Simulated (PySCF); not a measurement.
# Electron correlation in N+ (nitrogen, charge +1)

[He] 2s2 2p2, high-spin 3P determinant. Calculation: PySCF 2.14, in aug-cc-pVTZ (5s4p3d2f, 46 functions); no relativity, point nucleus. Frozen: 1s2; 4 electrons correlated.

```csv
level,correlation energy (mhartree)
CCSD,-92.93
(T),-1.63
CCSD(T),-94.56
CCSDT,-94.90
```

Diagnostics: T1 = 0.0064, D1 = 0.0125, largest double amplitude 0.118.

Problem. Is a single reference adequate?

Solution. Mostly. T1 lies below 0.03, but a double amplitude of this size points to a near-degeneracy that CCSD handles and MP2 describes poorly.
